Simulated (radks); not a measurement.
Species: Bi4+. Configuration: [Xe] 4f14 5d10 6s1 (the NIST ground configuration).

Method: non-relativistic Kohn-Sham, exchange-only B88, spin-polarised, spherical densities, point nucleus; open shells are filled with parallel spins first (spin-orbit coupling, left out, can overturn this in heavy ions); relativity is left out, which matters for an element this heavy; computed with a radial shooting solver on a logarithmic mesh with Libxc functionals.

Energy parts (eV):
| part | energy |
|---|---|
| total | -546747.22 |
| kinetic | 546747.22 |
| electron-nucleus | -1297755.32 |
| Hartree | 214198.94 |
| exchange | -9938.07 |

Orbitals (lengths in bohr, moments of r in powers of bohr; <r^-3> diverges for s and p1/2):
\begin{tabular}{lrrrrr}
orbital & occ. & eigenvalue (eV) & <r^2> & <1/r> & <r^-3> \\ \hline
1s up & 1 & -81068.37 & 0.0004441 & 82.45 & - \\
1s down & 1 & -81068.34 & 0.0004441 & 82.45 & - \\
2s up & 1 & -13732.62 & 0.006880 & 19.45 & - \\
2s down & 1 & -13732.61 & 0.006880 & 19.45 & - \\
2p up & 3 & -13233.05 & 0.005067 & 19.49 & 20380 \\
2p down & 3 & -13233.04 & 0.005067 & 19.49 & 20380 \\
3s up & 1 & -3322.037 & 0.04222 & 7.577 & - \\
3s down & 1 & -3322.021 & 0.04222 & 7.577 & - \\
3p up & 3 & -3083.523 & 0.03874 & 7.535 & 4494 \\
3p down & 3 & -3083.506 & 0.03874 & 7.535 & 4494 \\
3d up & 5 & -2638.065 & 0.02966 & 7.474 & 806.7 \\
3d down & 5 & -2638.051 & 0.02966 & 7.474 & 806.7 \\
4s up & 1 & -775.7792 & 0.1984 & 3.348 & - \\
4s down & 1 & -775.7478 & 0.1983 & 3.348 & - \\
4p up & 3 & -670.5147 & 0.2020 & 3.264 & 1090 \\
4p down & 3 & -670.4822 & 0.2019 & 3.264 & 1090 \\
4d up & 5 & -475.8909 & 0.2082 & 3.093 & 175.3 \\
4d down & 5 & -475.8573 & 0.2082 & 3.093 & 175.3 \\
4f up & 7 & -211.4316 & 0.2216 & 2.791 & 40.74 \\
4f down & 7 & -211.3958 & 0.2215 & 2.791 & 40.74 \\
5s up & 1 & -163.3980 & 0.9562 & 1.445 & - \\
5s down & 1 & -163.3079 & 0.9546 & 1.446 & - \\
5p up & 3 & -127.4419 & 1.097 & 1.341 & 209.7 \\
5p down & 3 & -127.3182 & 1.093 & 1.343 & 210.2 \\
5d up & 5 & -68.5279 & 1.644 & 1.089 & 23.71 \\
5d down & 5 & -68.1926 & 1.619 & 1.095 & 24.01 \\
6s up & 1 & -45.1595 & 5.215 & 0.5856 & - \\
6s down & 0 & -43.5871 & 5.192 & 0.5894 & - \\
\end{tabular}

The highest occupied level is 6s up at -45.159 eV. The spin density at the nucleus is 40.70 e/bohr^3 (1s 0.09, 2s 0.04, 3s 0.02, 4s -0.03, 5s -0.16, 6s 40.74). The density falls to 0.001 e/bohr^3 at r = 3.35 bohr. Spin moment in Bohr magnetons: 1.
